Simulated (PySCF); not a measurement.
# Dipole moment and polarisability of `C/C=C(/C)C(=O)F`

Species: C5H7FO.
Cartesian coordinates in Å at the GFN2-xTB level; atoms count from 1:
```xyz
14
C5H7FO angstrom
C      1.9969   -0.3388   -0.2930
C      0.5780   -0.7600   -0.1839
C     -0.4699    0.0439    0.0624
C     -1.8772   -0.4635    0.1608
C     -0.2637    1.4755    0.2430
O      0.7372    2.1147    0.2442
F     -1.4508    2.1381    0.4379
H      2.6325   -1.1768   -0.5637
H      2.1070    0.4549   -1.0309
H      2.3403    0.0802    0.6529
H      0.3786   -1.8161   -0.3139
H     -2.5048    0.0099   -0.5930
H     -2.2992   -0.2223    1.1355
H     -1.9056   -1.5400    0.0194
```

Level: PBE0/def2-SVPD (PySCF), static field, nuclei fixed, core orbitals frozen in the response. The polarisability tensor in these axes (au):

```
x   78.69 -4.96 -4.45
y   -4.96 69.39  4.12
z   -4.45  4.12 46.47
```

Q: Diagonalise the tensor; give its mean and Δα, where Δα² is half the sum of the squared differences of the eigenvalues.

A: Principal values 45.36, 67.41 and 81.78 au; mean 64.85 au = 9.61 Å³ = 10.69 × 10⁻⁴⁰ C²·m²/J; Δα = 31.77 au (49 % of the mean).

Q: What is the dipole moment, and where does it point?

A: (-0.06, -3.46, -0.49) D, 3.50 D in size, pointing from the negative to the positive side. Measured along this direction, the outermost atoms are F7 and O6 at the negative end and H11 at the positive end.

Q: What would n − 1 = 2πNα be for an ideal gas of these molecules at 298.15 K and 1 atm, electronic part alone?

A: N = p/kT = 2.4615 × 10¹⁹ cm⁻³, so n − 1 = 2π × N × 9.61 × 10⁻²⁴ cm³ = 1486 × 10⁻⁶ at long wavelengths.

Q: Molar refractivity from α?

A: Lorentz–Lorenz: R = (4π/3)N_A α = 2.5225 cm³/(mol·Å³) × 9.61 Å³ = 24.2 cm³/mol, in the limit of long wavelengths.

Q: Traceless (Buckingham) quadrupole moment about the centre of nuclear charge: eigenvalues?

A: -3.71, 1.31, 2.40 D·Å. The values depend on the origin, since the dipole doesn't vanish. The electronic extent ⟨r²⟩ about the same centre is 787 bohr², a root-mean-square distance of 2.02 Å for the 54 electrons.

Isolated species at its GFN2-xTB geometry (one conformer only).
